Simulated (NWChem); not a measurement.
Species: CH$_{7}$NO$_{2}$Si; SMILES O(C)[Si@H](N)O

```xyz
12

C     -0.0595    -2.2665    -0.0169
O      0.5020    -1.0162     0.3245
Si    -0.0358     0.4293    -0.3326
N      1.1770     1.5459     0.1882
O     -1.5340     0.9463     0.2117
H     -0.1973    -2.3884    -1.1172
H     -1.0516    -2.4224     0.4658
H      0.6197    -3.0724     0.3313
H     -0.2790     0.2231    -1.7990
H      1.1427     2.5178    -0.1252
H      2.1418     1.2146     0.2585
H     -1.5016     1.2538     1.1363
```
Atoms are numbered in this order, from 1.

Program: NWChem. Pople sets run with spherical d functions. All runs use the structure optimised with PBE-D3(BJ)/def2-SVP. No frequency run checked for a minimum.

For level B3LYP/6-31G*:

```
Quantity                     Result
---------------------------  ------
highest occupied level (eV)   -7.02
orbital gap (eV)               8.48
```

Problem. What are these values for level LDA (Slater exchange, PW92)/6-31G*?

Solution. 
| Quantity | Result |
|---|---|
| highest occupied level (eV) | -5.85 |
| orbital gap (eV) | 6.51 |
